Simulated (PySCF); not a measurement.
CH₃Cl₂Si, SMILES C[Si](Cl)Cl, multiplicity 2. Atoms are numbered in the order given.

```xyz
7

C      0.2541     2.0281     0.0000
Si    -0.5147     0.3215     0.0000
Cl     0.1305    -0.6991    -1.6865
Cl     0.1305    -0.6991     1.6865
H      1.3516     1.9289     0.0000
H     -0.0542     2.5855    -0.8967
H     -0.0542     2.5855     0.8967
```
Charge 0, spin multiplicity 2.

The structure is a stationary point at PBE0-D3(BJ)/def2-SVP. The isomer is the one that the SMILES or the coordinates give; other isomers of the formula were not compared.

The numbers are results of r2SCAN/def2-TZVPD (PySCF), not measurements.

Mulliken values depend strongly on the basis, most of all with diffuse functions as here. ESP charges are fitted to the potential on shells at 1.4 to 2.0 van der Waals radii. Atomic charges (e):

```
atom  meta-Löwdin  ESP fit  Mulliken  Mulliken spin
----  -----------  -------  --------  -------------
C1          -0.60    -0.57     -0.57           0.08
Si2          0.72     0.20      0.58           0.76
Cl3         -0.28    -0.11     -0.30           0.08
Cl4         -0.28    -0.11     -0.30           0.08
H5           0.15     0.20      0.17           0.04
H6           0.15     0.19      0.20          -0.02
H7           0.15     0.19      0.20          -0.02
```
